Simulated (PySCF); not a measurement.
Au2H4S2Si2, SMILES [S]([SiH2][SiH2][S][Au])[Au], multiplicity 1.

The structure is a stationary point at r2SCAN-D4/def2-SVP. The multiplicity is an assumed one; no other spin state was optimised. The def2 effective core potentials stand for the cores of Au; spin–orbit coupling is left out. Other conformers were not sampled.

These are TDA-PBE/def2-SVPD (PySCF) values and carry that method's errors.

Vertical excitations. Gas-phase values at a fixed geometry. State labels are in the subgroup C2.

```csv
state,symmetry,energy (eV),λ (nm),f,main pairs
S1,B,1.56,794,0.000,HOMO→LUMO 93 %
S2,A,1.66,746,0.001,"HOMO−1→LUMO 73 %, HOMO→LUMO+1 27 %"
S3,A,1.93,643,0.005,"HOMO→LUMO+1 73 %, HOMO−1→LUMO 27 %"
S4,B,2.03,611,0.000,HOMO−1→LUMO+1 93 %
S5,B,2.43,510,0.263,HOMO−2→LUMO 89 %
S6,A,2.55,486,0.000,"HOMO−2→LUMO+1 58 %, HOMO−3→LUMO 40 %"
T1,B,1.32,936,0,HOMO→LUMO 93 %
T2,A,1.43,870,0,"HOMO−1→LUMO 73 %, HOMO→LUMO+1 27 %"
```
Triplets are in the Tamm–Dancoff approximation.
